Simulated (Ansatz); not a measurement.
PtS₂⁻, relaxed as a doublet with UKS PBE0-D4/def2-TZVPD in Ansatz, starting from the GFN2-xTB geometry. Force threshold 0.02 eV/Å.

In the def2 sets Pt takes a core potential; there is no spin–orbit coupling. Another isomer (doublet) lies 1.38 eV lower at PBE0-D4/def2-TZVPD; other spin states weren't run for this one.

Start:

Cartesian coordinates in Å:
```
Pt 0.0662 -1.2148 0.6446
S 0.0930 1.1110 0.6036
S -0.1592 0.1038 -1.2482
```

**Question.** Estimate the energy that the relaxation releases and the steps that it takes.

**Answer.** 10.2 kJ/mol, in 12 steps; 27 s on 4 threads of Arm Neoverse V1 on a shared host. No frequencies were taken in this run, so the end may be a saddle point.

**Question.** Does the start keep its bonding and symmetry?

**Answer.** By distances, no bond broke or formed. The bond that changes most is Pt1–S2, from 2.33 to 2.51 Å (atoms count from 1). Point group C2v at the start, Cs at the end, both within 0.05 Å.

**Question.** Predict the relaxed structure.

**Answer.** 
| atom | x (Å) | y (Å) | z (Å) |
| --- | --- | --- | --- |
| Pt1 | 0.0548 | -1.2894 | 0.5643 |
| S2 | 0.0904 | 1.2217 | 0.5716 |
| S3 | -0.1452 | 0.0676 | -1.1359 |
Bond lengths: 2 × Pt–S 2.18 to 2.51 Å; 1 × S–S 2.07 Å.
